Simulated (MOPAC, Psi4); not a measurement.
Intermolecular potential of C3H9Al ··· F- (SMILES [CH3][Al]([CH3])[CH3] and [F-]) (charge -1), singlet. Monomers: optimised at B3LYP-D3(BJ) (def2-SVP and def2-TZVP), held rigid. Orientation: lowest of the rigid-body minima from ten starts at GFN2-xTB (searched outside a hard wall at short contacts). The monomers approach along the line of their centres of mass (distance R); nothing else relaxes. The shortest distances reach bonding range, where SAPT0 and rigid monomers are unreliable. The table gives interaction energies.

| R / Å | A | B | C |
|---|---|---|---|
| 1.61 | -96.02 | -35.69 | -41.08 |
| 1.81 | -106.09 | -51.29 | -53.80 |
| 1.98 | -98.02 | -51.92 | -52.71 |
| 2.24 | -84.11 | -45.21 | -44.54 |
| 2.49 | -72.10 | -36.91 | -35.79 |
| 2.79 | -44.27 | -28.12 | -27.08 |
| 3.30 | -13.35 | -17.73 | -17.14 |
| 4.04 | -4.35 | -9.67 | -9.49 |
| 5.05 | -1.63 | -4.83 | -4.83 |
| 6.29 | -0.96 | -2.43 | -2.46 |

Energies in kcal/mol.

### Question
Which curve belongs to which method? The methods are HF/aug-cc-pVDZ, counterpoise-corrected (Psi4); PM3, restricted, heats of formation (MOPAC 23.2.5); DF-SCS-MP2/aug-cc-pVDZ, frozen core, counterpoise-corrected (Psi4).

### Answer
A is PM3; B is SCS-MP2/aug-cc-pVDZ; C is HF/aug-cc-pVDZ.
